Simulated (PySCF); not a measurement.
CH₃Si (SMILES C=[SiH]), doublet, geometry from GFN2-xTB.

The PySCF input:
```python
from pyscf import gto, scf, dft

mol = gto.Mole()
mol.atom = '''
    C    -1.04543292    0.37757985    0.25929890
    Si    0.55139882   -0.27850553   -0.14254284
    H    -1.91624580   -0.26241715    0.25632445
    H    -1.27689446    1.39328815   -0.03892833
    H     1.74615437    0.50272732    0.22241033
'''
mol.basis = '6-31g*'
mol.spin = 1
mol.verbose = 4
mol.build()

mf = dft.UKS(mol)
mf.xc = 'b3lyp5'
mf = mf.density_fit(auxbasis='def2-universal-jkfit')
mf.kernel()
```

What does this run give for the Mulliken (on the basis functions themselves) charges in atom order, nuclear repulsion energy?


```json
{
  "Mulliken (on the basis functions themselves) charges in atom order": "C1 -0.50, Si2 0.20, H3 0.18, H4 0.18, H5 -0.05",
  "nuclear_repulsion_energy": "43.6646 Eh"
}
```

These values belong to the state on which the SCF converged, which isn't shown to be the lowest.
